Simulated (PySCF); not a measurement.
SnHF2Cl, SMILES [F][SnH]([F])[Cl].

Geometry: r2SCAN-D4/def2-SVP. The def2 effective core potentials stand for the cores of Sn; spin–orbit coupling is left out.

Level of theory: TDDFT-CAM-B3LYP/def2-SVPD run with PySCF 2.14.0.

Vertical excitations. Gas-phase values at a fixed geometry. State labels are in the subgroup Cs.

Task: List the lowest excited states. (Estimate from the structure and the level; the computed values follow.)

Result: 
| state | symmetry | energy (eV) | λ (nm) | f | main pairs |
|---|---|---|---|---|---|
| S1 | A' | 6.09 | 204 | 0.023 | HOMO→LUMO 94 % |
| S2 | A" | 6.10 | 203 | 0.013 | HOMO−1→LUMO 96 % |
| S3 | A' | 7.41 | 167 | 0.184 | HOMO−2→LUMO 78 % |
| S4 | A" | 7.65 | 162 | 0.017 | HOMO−4→LUMO 87 % |
| S5 | A" | 7.70 | 161 | 0.000 | HOMO−5→LUMO 86 % |
| S6 | A' | 7.82 | 159 | 0.071 | HOMO−3→LUMO 80 % |
| S7 | A" | 7.99 | 155 | 0.007 | HOMO→LUMO+1 95 % |
| S8 | A' | 8.14 | 152 | 0.001 | HOMO−1→LUMO+1 69 %, HOMO−6→LUMO 14 % |
| S9 | A' | 8.42 | 147 | 0.002 | HOMO→LUMO+2 56 %, HOMO−6→LUMO 28 % |
| S10 | A" | 8.46 | 146 | 0.000 | HOMO−1→LUMO+2 88 % |
| T1 | A' | 5.50 | 225 | 0 | HOMO→LUMO 91 % |
| T2 | A" | 5.63 | 220 | 0 | HOMO−1→LUMO 93 % |
| T3 | A' | 6.08 | 204 | 0 | HOMO−2→LUMO 89 % |
| T4 | A' | 6.95 | 178 | 0 | HOMO−3→LUMO 82 % |
Triplets are in the Tamm–Dancoff approximation, which puts them higher than full response would, so one can lie above its singlet here.
